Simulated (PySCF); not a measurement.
Question: Write Cartesian coordinates for `C[SiH2][Si@@H](N)C1=CC=CO1` as optimised with PBE0-D3(BJ)/def2-SVP.

Answer: 
```xyz
20
C5H11NOSi2 angstrom
C     -2.3775    1.4591   -0.7479
Si    -2.2310   -0.4015   -0.4785
Si    -0.3876   -0.8295    0.9055
N     -0.1963   -2.5381    1.0988
C      1.1296   -0.0761    0.1170
C      2.0170    0.8812    0.5442
C      2.9429    1.0996   -0.5193
C      2.5507    0.2596   -1.5208
O      1.4686   -0.4435   -1.1533
H     -3.2045    1.6991   -1.4331
H     -2.5604    1.9744    0.2074
H     -1.4448    1.8569   -1.1763
H     -2.0439   -1.1074   -1.7864
H     -3.4912   -0.9370    0.1366
H     -0.5249   -0.0388    2.1797
H      0.5732   -2.9159    1.6402
H     -1.0121   -3.1364    1.1506
H      2.0046    1.3678    1.5177
H      3.7883    1.7839   -0.5393
H      2.9373    0.0631   -2.5182
```

Orientation and origin are arbitrary. Atoms count from 1 in this order. N4 (silicon-bound nitrogen) has angles 120.8°, 120.0° and 111.3°, sum 352.1°, 0.19 Å off the plane of its three neighbours. The 5-membered ring C5–C6–C7–C8–O9 has internal angles of 105.4° to 110.7°; it is planar, 0.00 Å rms from its mean plane, widest ring torsion 0°. Si3 (SiH silicon) is distorted tetrahedral (angles from 102.7° to 115.7°). Si2 (SiH2 silicon) is tetrahedral (angles from 107.1° to 110.7°).

Bonds between heavy atoms (Å): C1–Si2 1.886, Si2–Si3 2.345, Si3–N4 1.730, Si3–C5 1.868, C5–C6 1.373, C6–C7 1.427, C7–C8 1.365, C8–O9 1.342, C5–O9 1.365.

Computed, not measured: PySCF 2.14.0, PBE0-D3(BJ)/def2-SVP geometry optimisation, gas phase.

Point group: C1 (no symmetry element, even within 0.4 Å). Stationary, but not proved a minimum. The numbers are those of one conformer (C1–Si2–Si3–N4 -177°, Si2–Si3–N4–H 178° and -36°, Si2–Si3–C5–C6 120°).

Time: 6.7 min; peak memory 0.89 GiB. Hardware: one thread of an Intel Xeon Platinum 8488C, shared host with 96 logical CPUs at a one-minute load of 25. This is the geometry optimisation.
